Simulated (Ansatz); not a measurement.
`O[SiH2]/C=C/Cl` + `S[SiH2]Cl` → `O[SiH2][SiH](S)Cl` + `C=CCl`  (formal exchange of groups at the Si–C bond)

Gas-phase electronic energies from Ansatz, PBE0-D4/def2-TZVP geometries. CCSD(T)/CBS is the MP2 limit (def2-TZVPP, def2-QZVPP) plus CCSD(T) − MP2 in def2-TZVPP, frozen cores. This one scheme is used for every species. DFT in def2-TZVPP. One conformer a species, not always the lowest.

`O[SiH2]/C=C/Cl`:

Cartesian coordinates in Å:
```
O 0.659 0.764 1.655
Si -0.309 -0.449 1.100
C -0.420 -0.410 -0.752
C 0.121 0.582 -1.444
Cl 0.071 0.703 -3.164
H 1.605 0.609 1.660
H 0.209 -1.782 1.519
H -1.645 -0.229 1.705
H -0.934 -1.204 -1.290
H 0.643 1.415 -0.989
```

`S[SiH2]Cl`:

Z-matrix (Å, degrees):
```
Si
Cl 1 2.054
S 1 2.120 2 112.9
H 1 1.478 2 108.5 3 -116.6
H 1 1.479 2 106.5 3 122.3
H 3 1.344 1 94.3 2 70.4
```

`O[SiH2][SiH](S)Cl`:

```xyz
10

O     0.582   -0.911   -1.668
Si    0.558   -1.150   -0.033
Si   -0.252    0.827    0.927
S    -2.264    1.192    0.345
Cl    1.041    2.286    0.202
H     1.112   -0.176   -1.985
H     1.911   -1.455    0.512
H    -0.352   -2.295    0.205
H    -0.252    0.944    2.405
H    -2.085    0.738   -0.909
```

`C=CCl`:

Cartesian coordinates in Å:
```
C 0.005 -0.057 -0.736
C -0.130 0.127 0.564
Cl 0.958 -0.516 1.732
H 0.821 -0.632 -1.155
H -0.719 0.379 -1.413
H -0.935 0.698 1.008
```

```csv
level,ΔE (kJ/mol)
r2SCAN-D4,10.2
HF/def2-TZVPP,25.2
SCS-MP2/def2-TZVPP,22.2
MP2/def2-QZVPP,20.3
```

(1) What does CCSD(T)/CBS give? (An estimate is asked.)

Largest T1 diagnostic among the species: 0.012.

Answers

(1) The calculation gave: +13.4 kJ/mol. The listed levels differ from it by -3.2, 11.8, 8.8, 6.9 kJ/mol.

The D4 term adds −5.4 kJ/mol with B3LYP and −3.2 kJ/mol with PBE0; it sums over pairs of atoms, weighted by their polarisabilities, and B3LYP, whose exchange is more repulsive, gets the larger term. From PBE to PBE0 (25 % exact exchange), in def2-TZVPP and without D4, ΔE moves by +4.7 kJ/mol. In def2-TZVPP, CCSD(T) changes the Hartree–Fock value by −9.3 kJ/mol (the triples alone add −1.3 kJ/mol) and MP2 by −3.7 kJ/mol.

B3LYP here is the variant with VWN-RPA as its local correlation; programs differ in this.
